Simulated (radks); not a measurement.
Question: These are the eigenvalues of the occupied orbitals of an atom or ion with whole-number occupations (eV). Method: non-relativistic Kohn-Sham, PBE, spin-polarised, spherical densities, point nucleus; computed with a radial shooting solver on a logarithmic mesh with Libxc functionals.

| orbital | eigenvalue |
|---|---|
| 1s | -3137.439 |
| 2s | -324.7290 |
| 2p | -259.8721 |
| 3s | -50.2834 |
| 3p | -35.4276 |

Which element is it, and in what charge state? The configuration may be excited.

Answer: Z = 18, argon, charge +2: Ar2+ in [Ne] 3s2 3p(up 2, down 2). The list shows which subshells hold electrons but not how many an open one holds; the 1s level, -115.3 hartree, gives Z - s = 15.2 by -(Z - s)^2/2, which with screening narrows Z to a few neighbours, and the depths of the outer levels then fix element, charge and occupations together.
